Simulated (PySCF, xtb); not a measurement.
B(F)(Me)(OH) (CH4BFO), SMILES OB(F)C.

GFN2-xTB run with xtb at its own geometry gives an orbital gap of 6.91 eV and a dipole moment of 0.91 D.

Geometry: PBE0-D3(BJ)/def2-SVP. The values are those of a single conformer.

Problem. What does PySCF with HF/def2-TZVPD give? (An estimate is asked for; the answer gives what the named calculation found.)

Solution. gap 14.98 eV (levels -13.77 and 1.22 eV), dipole 0.34 D.
